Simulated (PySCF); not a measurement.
GeI₂, SMILES [I][Ge][I] (connectivity only; charge and spin as stated), neutral, multiplicity 1. Atoms are numbered in the order given.

```xyz
3

Ge     0.0000     0.0000     1.2281
I      0.0000     2.0072    -0.3708
I      0.0000    -2.0072    -0.3708
```

Geometry optimised at r2SCAN-D4/def2-SVP. The isomer is the one that the SMILES or the coordinates give; other isomers of the formula were not compared. The def2 effective core potentials stand for the cores of I; spin–orbit coupling is left out.

Level of theory: M06-2X/def2-TZVPD run with PySCF.

Gas-phase values at a fixed geometry.

Computed frontier levels, gap, dipole moment and polarisability:
- highest occupied level = -8.25 eV
- lowest empty level = -2.55 eV
- orbital gap = 5.70 eV
- dipole moment = 0.332 e·Å
- quadrupole, principal values (traceless, Buckingham form, about the centre of nuclear charge) = -4.72, 2.18, 2.54 D·Å
- mean static polarisability = 108.9 bohr³ (16.14 Å³)
- polarisability, principal values = 76.4, 100.3, 150.1 bohr³
